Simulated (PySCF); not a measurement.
Correlation energy of Cl⁺ (chlorine, charge +1)

[Ne] 3s2 3p4, high-spin 3P determinant. Computed with PySCF 2.14 in cc-pV(T+d)Z (5s4p3d1f, 39 functions), with no relativity, point nucleus. Frozen: [Ne]; 6 electrons correlated.

MP2 pair energies summed by pair of shells (mhartree):

| pair | energy | share (%) |
| --- | --- | --- |
| 3p-3p | -57.77 | 46.6 |
| 3s-3p | -56.60 | 45.7 |
| 3s-3s | -9.61 | 7.8 |

Total MP2 correlation energy: -123.97 mhartree.

Same-spin part -28.62 and opposite-spin part -95.35 mhartree; SCS-MP2 scales them by 1/3 and 6/5 to -123.96 mhartree.

| level | correlation energy (mhartree) |
| --- | --- |
| CCSD | -149.11 |
| (T) | -4.41 |
| CCSD(T) | -153.52 |

Diagnostics: T1 = 0.0088, D1 = 0.0284, largest double amplitude 0.052.

Problem. Is a single reference adequate?

Solution. Yes: T1 lies below 0.03 and no double amplitude reaches 0.07.
